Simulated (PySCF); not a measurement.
Structure problem from calculated spectra and properties.

Formula: C12H8.

- Polarisability: 139.0 au [PBE0/def2-SVPD]
- Triplet: lowest triplet excitation (Tamm–Dancoff): 2.34 eV [TDA PBE0/def2-SVPD]
- 1H NMR: chemical shifts (computed TMS as zero) by class: 7.85 (2 H), 7.79 (2 H), 7.63 (2 H), 7.13 (2 H) ppm [GIAO PBE0/pcSseg-1]
- Dipole: 0.35 D [PBE0/def2-SVPD]
- UV, strongest line: among the 10 lowest singlet transitions: S5 at 5.73 eV (216 nm, f = 0.507) [TDDFT PBE0/def2-SVPD]
- UV, first state: lowest singlet excitation: 3.14 eV (395 nm, f = 0.006) [TDDFT PBE0/def2-SVPD]
- 13C NMR: chemical shifts (computed TMS as zero) by class: 144.2 (2 C), 136.1 (2 C), 134.0 (2 C), 132.6 (2 C), 131.1 (1 C), 130.9 (2 C), 130.9 (1 C) ppm [GIAO PBE0/pcSseg-1]
- Rotational structure: rotational constants A, B, C: 1.514, 1.222, 0.676 GHz [PBE0-D3(BJ)/def2-SVP]
- Couplings: largest of the computed one-bond spin–spin couplings (means over like bonds): 13C–1H +177.2 (×2), 13C–1H +167.0 (×2), 13C–1H +166.0 (×2), 13C–1H +165.7 (×2) Hz [B3LYP/pcJ-1, spin–dipole term left out]

Electronic properties: PySCF, gas phase, density fitting. Levels stand in brackets. Geometry: PBE0-D3(BJ)/def2-SVP; no solvent, vibrations or thermal averaging. NMR values are class means; diastereotopic atoms form classes of their own.

Question: What is the compound? Reason from the data.

Answer: Numbering: `[CH:1]1=[CH:2][c:3]2[cH:4][cH:5][cH:6][c:7]3[cH:8][cH:9][cH:10][c:11]1[c:12]23`. Its formula, C12H8, gives 9 degrees of unsaturation: 3 rings and 6 π bonds in the structure found (Kekulé form). 12 carbons fall into 7 classes; from least to most shielded: substituted aromatic carbon [C3/C11] (144.2 ppm, 2 C), alkene CH carbon [C1/C2] (136.1 ppm, 2 C), aromatic CH carbon [C6/C8] (134.0 ppm, 2 C), aromatic CH carbon [C5/C9] (132.6 ppm, 2 C), ring-fusion aromatic carbon [C7] (131.1 ppm), aromatic CH carbon [C4/C10] (130.9 ppm, 2 C), ring-fusion aromatic carbon [C12] (130.9 ppm). Hydrogen classes from least to most shielded: 2 H on 2 aromatic CH carbons, C6/C8 (7.85 ppm), 2 H on 2 aromatic CH carbons, C4/C10 (7.79 ppm), 2 H on 2 aromatic CH carbons, C5/C9 (7.63 ppm), 2 H on 2 alkene CH carbons, C1/C2 (7.13 ppm). The couplings run between: +177.2 Hz, alkene CH carbon [C1] and its hydrogen (with 1 like pair); +167.0 Hz, aromatic CH carbon [C6] and its hydrogen (with 1 like pair); +166.0 Hz, aromatic CH carbon [C4] and its hydrogen (with 1 like pair); +165.7 Hz, aromatic CH carbon [C5] and its hydrogen (with 1 like pair). The optimised geometry has point group C2v and is an asymmetric top. Structure: `C1=Cc2cccc3cccc1c23` (acenaphthylene). Computed isomers that give other values at the same levels: `C#C/C=C1/C=Cc2ccccc21` (rotational constant A: 1.602 GHz; this holds for the one conformer computed); `C#C/C=C(\C#C)c1ccccc1` (rotational constant A: 2.102 GHz; this holds for the one conformer computed). The assignments are read from this structure; whether some other isomer fits the data as well wasn't checked.
